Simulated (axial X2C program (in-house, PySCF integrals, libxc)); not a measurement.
**Bond lengths and stretching modes, held linear, of STeS**

Calculated with an axial X2C code built on PySCF integrals: two-component X2C with atomic mean-field Coulomb and Gaunt terms, Gaussian nuclei, basis S dyall-av3z, Te dyall-v3z with contracted cores. Spin-free rows use the one-electron spin-free X2C Hamiltonian.

Masses S 31.972, Te 129.906, S 31.972 u. States: 2c Ω = 1 (beyond evenly filled blocks: 2 × ω = 1/2); spin-free M_S = 1, Λ = 1 (beyond evenly filled blocks: σα, π+α).

PBE0, spin-free: energies above the lowest point

```csv
r(S–Te) (Å),r(Te–S) (Å),E (meV)
2.2610,2.2610,34.27
2.2610,2.3190,10.83
2.2610,2.3770,29.77
2.3190,2.2610,10.83
2.3190,2.3190,0.00
2.3190,2.3770,31.44
2.3190,2.4350,92.12
2.3770,2.2610,29.77
2.3770,2.3190,31.44
2.3770,2.3770,75.54
2.4350,2.3190,92.12
2.4350,2.4350,235.51
```

Task: Fit a quadratic surface with cubic terms in each bond: where is the minimum, and what are the two stretching wavenumbers?

Result: At PBE0, spin-free: bonds 2.306 and 2.306 Å; harmonic stretches 351.0 and 383.1 cm⁻¹; force constants 2.16, 2.16 and coupling 0.60 mdyn/Å.

The other levels and Hamiltonians give:

```csv
Hamiltonian,level,r(S–Te) (Å),r(Te–S) (Å),lower stretch (cm⁻¹),upper stretch (cm⁻¹)
2c,PBE0,2.316,2.316,322.8,379.5
2c,r2SCAN,2.338,2.338,319.4,361.0
spin-free,r2SCAN,2.325,2.325,349.6,367.2
```

Each state is one determinant, the lowest of a limited PBE0 search; the stretches come from a fit to these few points and carry an uncertainty of a few per cent. Other orders of the atoms were not compared. Left out for rough or failed fits: HF 2c, MP2 2c, HF spin-free, MP2 spin-free. The molecule was held linear; bending was not examined, so a bent shape may lie lower. Open-shell Ω = 0 determinants with evenly filled partner blocks cannot be reached by this program, so the Ω shown need not be the lowest component. Note: functional without a current term on a determinant with orbital currents, of the molecule or an atom. Note: several unpaired electrons, one determinant need not be a pure state.
